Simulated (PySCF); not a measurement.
Compound: C4H10Si.
Bonds: C1–C2, C2–C3, C3–Si4, Si4–C5, C1–C5. Hydrogens: H6, H7 on C1; H8, H9 on C2; H10, H11 on C3; H12, H13 on Si4; H14, H15 on C5.

The same species was optimised twice, with GFN2-xTB and with PBE0-D3(BJ)/def2-SVP (PySCF), and the same property calculations (PySCF, gas phase) were run on both structures.

| coordinate | GFN2-xTB | PBE0-D3(BJ)/def2-SVP | change |
| --- | --- | --- | --- |
| Si4–H13 (Å) | 1.466 | 1.497 | +0.031 |
| Si4–H12 (Å) | 1.466 | 1.497 | +0.031 |
| C5–H14 (Å) | 1.091 | 1.103 | +0.012 |
| C3–H10 (Å) | 1.091 | 1.103 | +0.012 |
| C2–H9 (Å) | 1.093 | 1.105 | +0.012 |
| C1–H7 (Å) | 1.093 | 1.105 | +0.012 |
| C5–H15 (Å) | 1.089 | 1.100 | +0.011 |
| C3–H11 (Å) | 1.089 | 1.100 | +0.011 |
| C2–H8 (Å) | 1.092 | 1.103 | +0.011 |
| C1–H6 (Å) | 1.092 | 1.103 | +0.011 |
| C1–C5 (Å) | 1.531 | 1.538 | +0.007 |
| C2–C3 (Å) | 1.531 | 1.538 | +0.007 |
| C3–Si4 (Å) | 1.907 | 1.901 | -0.006 |
| C1–C2 (Å) | 1.526 | 1.532 | +0.006 |
| Si4–C5 (Å) | 1.906 | 1.902 | -0.004 |
| H12–Si4–H13 (°) | 110.3 | 107.8 | -2.5 |
| C2–C3–H11 (°) | 110.9 | 112.9 | +2.0 |
| C3–Si4–C5 (°) | 93.4 | 95.4 | +2.0 |
| C1–C5–H15 (°) | 111.0 | 112.9 | +1.9 |
| Si4–C5–H14 (°) | 110.6 | 108.9 | -1.7 |
| Si4–C3–H10 (°) | 110.5 | 108.9 | -1.6 |
| H8–C2–H9 (°) | 107.8 | 106.3 | -1.5 |
| H6–C1–H7 (°) | 107.8 | 106.3 | -1.5 |

Rotational constants: A = 5581, B = 4077, C = 2659 MHz (GFN2-xTB) against A = 5469, B = 4116, C = 2649 MHz (PBE0-D3(BJ)/def2-SVP). Point groups within 0.08 Å: C2 and C2. Atoms that the bonding makes alike are paired by their places after alignment.

On the GFN2-xTB structure: lowest singlet, TDDFT (eV) 7.83 [wB97X-D/def2-SVPD]; lowest triplet, Tamm–Dancoff (eV) 7.41 [wB97X-D/def2-SVPD]; isotropic polarisability (au) 71.4 [wB97X-D/def2-SVPD]; HOMO (eV) -9.91 [wB97X-D/def2-SVPD]; LUMO (eV) 2.18 [wB97X-D/def2-SVPD]; dipole (D) 0.54 [wB97X-D/def2-SVPD]; HOMO (eV) -8.10 [PBE0/pcSseg-1]; LUMO (eV) 1.08 [PBE0/pcSseg-1]; dipole (D) 0.47 [PBE0/pcSseg-1]; GIAO shielding of C1/C2 (mean) (ppm) 154.7 [PBE0/pcSseg-1]; GIAO shielding of C3/C5 (mean) (ppm) 176.8 [PBE0/pcSseg-1]; GIAO shielding of Si4 (ppm) 382.8 [PBE0/pcSseg-1].

Question: What do these properties become on the PBE0-D3(BJ)/def2-SVP structure?

Answer: 
| property | level | on GFN2-xTB | on PBE0-D3(BJ)/def2-SVP | change |
| --- | --- | --- | --- | --- |
| lowest singlet, TDDFT (eV) | wB97X-D/def2-SVPD | 7.83 | 7.83 | 0.00 |
| lowest triplet, Tamm–Dancoff (eV) | wB97X-D/def2-SVPD | 7.41 | 7.52 | +0.11 |
| isotropic polarisability (au) | wB97X-D/def2-SVPD | 71.4 | 72.8 | +1.4 |
| HOMO (eV) | wB97X-D/def2-SVPD | -9.91 | -9.95 | -0.04 |
| LUMO (eV) | wB97X-D/def2-SVPD | 2.18 | 2.15 | -0.03 |
| dipole (D) | wB97X-D/def2-SVPD | 0.54 | 0.72 | +0.18 |
| energy, GFN2-xTB geometry as zero (kcal/mol) | wB97X-D/def2-SVPD | 0.0 | -1.2 | -1.2 |
| HOMO (eV) | PBE0/pcSseg-1 | -8.10 | -8.13 | -0.03 |
| LUMO (eV) | PBE0/pcSseg-1 | 1.08 | 1.05 | -0.03 |
| dipole (D) | PBE0/pcSseg-1 | 0.47 | 0.65 | +0.18 |
| energy, GFN2-xTB geometry as zero (kcal/mol) | PBE0/pcSseg-1 | 0.0 | -0.9 | -0.9 |
| GIAO shielding of C1/C2 (mean) (ppm) | PBE0/pcSseg-1 | 154.7 | 153.8 | -0.9 |
| GIAO shielding of C3/C5 (mean) (ppm) | PBE0/pcSseg-1 | 176.8 | 175.7 | -1.1 |
| GIAO shielding of Si4 (ppm) | PBE0/pcSseg-1 | 382.8 | 378.5 | -4.3 |

The heavy atoms differ by 0.017 Å rms after alignment (one structure mirrored). Among all bonds Si4–H12 and Si4–H13 change most and about equally (+0.031 Å). Changes are differences of the printed values. Neither structure is proved a minimum here.

Note: wB97X-D ran without an empirical dispersion term, which enters the total energy and its gradient alone.
